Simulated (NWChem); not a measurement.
System: CH$_{6}$N$_{2}$Si$_{2}$; SMILES [SiH2]1N=C[Si@@H]1N

Excerpt of the output:

```
             Northwest Computational Chemistry Package (NWChem) 7.3.0
             --------------------------------------------------------

 C1  symmetry detected

                             Geometry "geometry" -> ""
                             -------------------------

 Output coordinates in angstroms (scale by  1.889725989 to convert to a.u.)

  No.       Tag          Charge          X              Y              Z
 ---- ---------------- ---------- -------------- -------------- --------------
    1 N                    7.0000     0.17626412    -2.25727344     0.52777223
    2 Si                  14.0000     0.11776012    -0.84902289    -0.46970159
    3 C                    6.0000    -1.40164986     0.24915209    -0.03751539
    4 N                    7.0000    -0.97942671     1.42657721     0.21852489
    5 Si                  14.0000     0.79840358     1.33461928     0.07713496
    6 H                    1.0000     0.02660572    -2.16891305     1.52014355
    7 H                    1.0000     0.88138687    -2.95341346     0.34762954
    8 H                    1.0000     0.10747979    -1.38199126    -1.83529053
    9 H                    1.0000    -2.47295078     0.06462383     0.00605496
   10 H                    1.0000     1.39335244     1.66351519     1.37670739
   11 H                    1.0000     1.26987136     2.29779041    -0.91829958

 Effective nuclear repulsion energy (a.u.)     274.8634580386

                                Z-matrix (autoz)
                                --------

 Units are Angstrom for bonds and degrees for angles

      Type          Name      I     J     K     L     M      Value
      ----------- --------  ----- ----- ----- ----- ----- ----------
    1 Stretch                  1     2                       1.72672
    2 Stretch                  1     6                       1.00748
    3 Stretch                  1     7                       1.00710
    4 Stretch                  2     3                       1.92390
    5 Stretch                  2     5                       2.35172
    6 Stretch                  2     8                       1.46594
    7 Stretch                  3     4                       1.27678
    8 Stretch                  3     9                       1.08795
    9 Stretch                  4     5                       1.78581
   10 Stretch                  5    10                       1.46664
   11 Stretch                  5    11                       1.46317
   12 Bend                     1     2     3               111.25509
   13 Bend                     1     2     5               127.81739
   14 Bend                     1     2     8               103.99576
   15 Bend                     2     1     6               119.50166
   16 Bend                     2     1     7               118.95587
   17 Bend                     2     3     4               108.07557
   18 Bend                     2     3     9               133.61839
   19 Bend                     2     5     4                77.17897
   20 Bend                     2     5    10               122.11830
   21 Bend                     2     5    11               123.11313
   22 Bend                     3     2     5                69.28791
   23 Bend                     3     2     8               114.28342
   24 Bend                     3     4     5               105.41761
   25 Bend                     4     3     9               118.29528
   26 Bend                     4     5    10               108.79233
   27 Bend                     4     5    11               109.92258
   28 Bend                     5     2     8               123.79474
   29 Bend                     6     1     7               109.92684
   30 Bend                    10     5    11               108.93525
   31 Torsion                  1     2     3     4         125.34788
   32 Torsion                  1     2     3     9         -55.90813
   33 Torsion                  1     2     5     4        -102.44923
   34 Torsion                  1     2     5    10           1.86348
   35 Torsion                  1     2     5    11         151.95847
   36 Torsion                  2     3     4     5          -1.97925
   37 Torsion                  2     5     4     3           1.57852
   38 Torsion                  3     2     1     6         -45.63432
   39 Torsion                  3     2     1     7         174.84822
   40 Torsion                  3     2     5     4          -1.07958
   41 Torsion                  3     2     5    10         103.23313
   42 Torsion                  3     2     5    11        -106.67188
   43 Torsion                  3     4     5    10        -118.32403
   44 Torsion                  3     4     5    11         122.47188
   45 Torsion                  4     3     2     5           1.54888
   46 Torsion                  4     3     2     8        -117.25291
   47 Torsion                  4     5     2     8         104.94124
   48 Torsion                  5     2     1     6          34.08515
   49 Torsion                  5     2     1     7        -105.43230
   50 Torsion                  5     2     3     9        -179.70713
   51 Torsion                  5     4     3     9         179.05340
   52 Torsion                  6     1     2     8        -169.11950
   53 Torsion                  7     1     2     8          51.36304
   54 Torsion                  8     2     3     9          61.49108
   55 Torsion                  8     2     5    10        -150.74605
   56 Torsion                  8     2     5    11          -0.65106

                           NWChem Geometry Optimization
                           ----------------------------

 maximum gradient threshold         (gmax) =   0.000450
 rms gradient threshold             (grms) =   0.000300
 maximum cartesian step threshold   (xmax) =   0.001800
 rms cartesian step threshold       (xrms) =   0.001200
 fixed trust radius                (trust) =   0.300000
 source of zmatrix                         =   autoz

          -------------------
          Energy Minimization
          -------------------

 Using diagonal initial Hessian
 Scaling for Hessian diagonals: bonds = 1.00  angles = 0.25  torsions = 0.10

          --------
          Step   0

                                 NWChem DFT Module
                                 -----------------

 Summary of "ao basis" -> "ao basis" (spherical)
 ------------------------------------------------------------------------------
       Tag                 Description            Shells   Functions and Types
 ---------------- ------------------------------  ------  ---------------------
 N                          def2-svp                 6       14   3s2p1d
 Si                         def2-svp                 8       18   4s3p1d
 C                          def2-svp                 6       14   3s2p1d
 H                          def2-svp                 3        5   2s1p

            General Information
            -------------------
          SCF calculation type: DFT
          Wavefunction type:  closed shell.
          No. of atoms     :    11
          No. of electrons :    54
           Alpha electrons :    27
            Beta electrons :    27
          Charge           :     0
          Spin multiplicity:     1
          Use of symmetry is: off; symmetry adaption is: off
          Maximum number of iterations: 150
          AO basis - number of functions:   108
                     number of shells:    52
          Convergence on energy requested:  1.00D-06
          Convergence on density requested:  1.00D-05
          Convergence on gradient requested:  5.00D-04

              XC Information
              --------------
                         PBE0 Method XC Functional
                     Hartree-Fock (Exact) Exchange  0.250
          PerdewBurkeErnzerhof Exchange Functional  0.750
            Perdew 1991 LDA Correlation Functional  1.000 local
           PerdewBurkeErnz. Correlation Functional  1.000 non-local

             Grid Information
             ----------------
          Grid used for XC integration:  medium
          Radial quadrature: Mura-Knowles
          Angular quadrature: Lebedev.
          Tag              B.-S. Rad. Rad. Pts. Rad. Cut. Ang. Pts.
          ---              ---------- --------- --------- ---------
          N                   0.65       49          12.0       434
          Si                  1.10       88          11.0       590
          C                   0.70       49          11.0       434
          H                   0.35       45          13.0       434
          Grid pruning is: on
          Number of quadrature shells:   593
          Spatial weights used:  Erf1

      Superposition of Atomic Density Guess
      -------------------------------------

 Sum of atomic energies:        -726.58593643

      Non-variational initial energy
      ------------------------------

 Total energy =    -729.069777
 1-e energy   =   -1548.560381
 2-e energy   =     544.627145
 HOMO         =      -0.259341
 LUMO         =      -0.053514

   convergence    iter        energy       DeltaE   RMS-Dens  Diis-err
 ---------------- ----- ----------------- --------- --------- ---------
 d= 0,ls=0.0,diis     1   -729.3916494941 -1.00D+03  1.19D-02  6.17D-01
 d= 0,ls=0.0,diis     2   -729.3212618934  7.04D-02  7.75D-03  1.25D+00
 d= 0,ls=0.0,diis     3   -729.4640880210 -1.43D-01  1.80D-03  5.53D-02
 d= 0,ls=0.0,diis     4   -729.4687348299 -4.65D-03  8.45D-04  1.51D-02
 d= 0,ls=0.0,diis     5   -729.4705322100 -1.80D-03  1.47D-04  2.77D-04
  Resetting Diis
 d= 0,ls=0.0,diis     6   -729.4705643890 -3.22D-05  4.99D-05  1.99D-05
 d= 0,ls=0.0,diis     7   -729.4705672893 -2.90D-06  2.23D-05  1.95D-06
 d= 0,ls=0.0,diis     8   -729.4705670796  2.10D-07  1.26D-05  3.54D-06
 d= 0,ls=0.0,diis     9   -729.4705675478 -4.68D-07  2.49D-06  1.47D-07

         Total DFT energy =     -729.470567547760
      One electron energy =    -1552.940811018068
           Coulomb energy =      611.556023184575
    Exchange-Corr. energy =      -62.949237752880
 Nuclear repulsion energy =      274.863458038613

 Numeric. integr. density =       54.000006234979

                       DFT Final Molecular Orbital Analysis
                       ------------------------------------

 Vector   25  Occ=2.000000D+00  E=-3.260911D-01
              MO Center=  2.5D-02, -4.4D-01,  2.5D-02, r^2= 4.7D+00
   Bfn.  Coefficient  Atom+Function         Bfn.  Coefficient  Atom+Function
  ----- ------------  ---------------      ----- ------------  ---------------
     4      0.264280   1 N  px                7     -0.212042   1 N  px
    52     -0.181747   4 N  pz              104      0.179996  11 H  s
     5      0.177744   1 N  py               38      0.163319   3 C  pz
    22     -0.152268   2 Si px               25     -0.151718   2 Si px
    69      0.138191   5 Si py                8     -0.134870   1 N  py

 Vector   26  Occ=2.000000D+00  E=-2.566303D-01
              MO Center=  2.4D-01, -6.6D-01,  8.0D-02, r^2= 4.3D+00
   Bfn.  Coefficient  Atom+Function         Bfn.  Coefficient  Atom+Function
  ----- ------------  ---------------      ----- ------------  ---------------
     4      0.320047   1 N  px                7     -0.282570   1 N  px
    72     -0.244053   5 Si py               69     -0.232959   5 Si py
    35     -0.211401   3 C  s                 5      0.190791   1 N  py
     8     -0.184047   1 N  py               63      0.181527   5 Si s
    64      0.173123   5 Si s                36     -0.156267   3 C  px

[...]

      ----------------------
      Optimization converged
      ----------------------

  Step       Energy      Delta E   Gmax     Grms     Xrms     Xmax
  ---- ---------------- -------- -------- -------- -------- --------
@   27    -729.47648610  7.9D-09  0.00006  0.00001  0.00036  0.00139
                                     ok       ok       ok       ok

                                Z-matrix (autoz)
                                --------

 Units are Angstrom for bonds and degrees for angles

[...]

 Rotational Constants
 --------------------
 A=   0.197014 cm-1  (  0.283453 K)
 B=   0.077107 cm-1  (  0.110937 K)
 C=   0.061779 cm-1  (  0.088884 K)

 Temperature                      =   298.15K
 frequency scaling parameter      =   1.0000

 Zero-Point correction to Energy  =   45.453 kcal/mol  (  0.072433 au)
 Thermal correction to Energy     =   50.010 kcal/mol  (  0.079697 au)
 Thermal correction to Enthalpy   =   50.603 kcal/mol  (  0.080641 au)

 Total Entropy                    =   82.347 cal/mol-K
   - Translational                =   39.759 cal/mol-K (mol. weight = 102.0069)
   - Rotational                   =   26.932 cal/mol-K (symmetry #  =        1)
   - Vibrational                  =   15.656 cal/mol-K

 Cv (constant volume heat capacity) =   26.180 cal/mol-K
   - Translational                  =    2.979 cal/mol-K
   - Rotational                     =    2.979 cal/mol-K
   - Vibrational                    =   20.221 cal/mol-K

[normal modes left out]

 ----------------------------------------------------------------------------
 Normal Eigenvalue ||           Projected Infra Red Intensities
  Mode   [cm**-1]  || [atomic units] [(debye/angs)**2] [(KM/mol)] [arbitrary]
 ------ ---------- || -------------- ----------------- ---------- -----------
    1       -0.000 ||    0.000716           0.017         0.698       0.150
    2        0.000 ||    0.000318           0.007         0.310       0.067
    3        0.000 ||    0.000931           0.021         0.908       0.195
    4        0.000 ||    0.001371           0.032         1.337       0.288
    5        0.000 ||    0.000625           0.014         0.609       0.131
    6        0.000 ||    0.000425           0.010         0.414       0.089
    7      111.053 ||    0.019357           0.447        18.870       4.063
    8      137.130 ||    0.032377           0.747        31.563       6.795
    9      216.800 ||    0.094400           2.178        92.026      19.813
   10      292.546 ||    0.002252           0.052         2.195       0.473
   11      328.200 ||    0.053215           1.228        51.877      11.169
   12      401.364 ||    0.012782           0.295        12.460       2.683
   13      438.898 ||    0.010127           0.234         9.872       2.125
   14      506.846 ||    0.014013           0.323        13.661       2.941
   15      626.025 ||    0.007441           0.172         7.254       1.562
   16      660.053 ||    0.016884           0.390        16.460       3.544
   17      696.390 ||    0.049401           1.140        48.158      10.368
   18      707.711 ||    0.003072           0.071         2.995       0.645
   19      735.119 ||    0.065573           1.513        63.924      13.763
   20      795.720 ||    0.135447           3.125       132.040      28.428
   21      877.797 ||    0.031692           0.731        30.895       6.652
   22      901.918 ||    0.101768           2.348        99.208      21.359
   23      925.182 ||    0.176409           4.070       171.972      37.025
   24      955.869 ||    0.091132           2.102        88.840      19.127
   25     1288.767 ||    0.015675           0.362        15.281       3.290
   26     1533.244 ||    0.053479           1.234        52.134      11.224
   27     1624.978 ||    0.036478           0.842        35.561       7.656
   28     2205.746 ||    0.110068           2.539       107.299      23.101
   29     2216.034 ||    0.104273           2.406       101.651      21.885
   30     2222.737 ||    0.153672           3.545       149.807      32.253
   31     3033.453 ||    0.069209           1.597        67.468      14.526
   32     3631.816 ||    0.056579           1.305        55.156      11.875
   33     3738.403 ||    0.051143           1.180        49.857      10.734
 ----------------------------------------------------------------------------
```

Level: PBE0/def2-SVP. 

Question: Reconstruct the input file.

Answer: One answer among several that fit: the input that was run:
```
start job
memory heap 200 mb stack 900 mb global 1100 mb
geometry units angstroms
  N      2.162591     0.261021     0.883343
  Si     0.934902    -0.284007    -0.201678
  C     -0.545040    -1.059246     0.752343
  N     -1.610609    -0.458640     0.386291
  Si    -1.075916     0.797803    -0.764614
  H      1.903258     0.790065     1.700573
  H      3.025718     0.615654     0.504519
  H      1.635088    -1.217055    -1.089459
  H     -0.630919    -1.866396     1.476752
  H     -1.430537     2.114611    -0.224905
  H     -1.749132     0.614823    -2.050759
end
basis spherical
  * library def2-svp
end
dft
  xc pbe0
  iterations 150
end
driver
  maxiter 120
end
task dft optimize
task dft freq
```
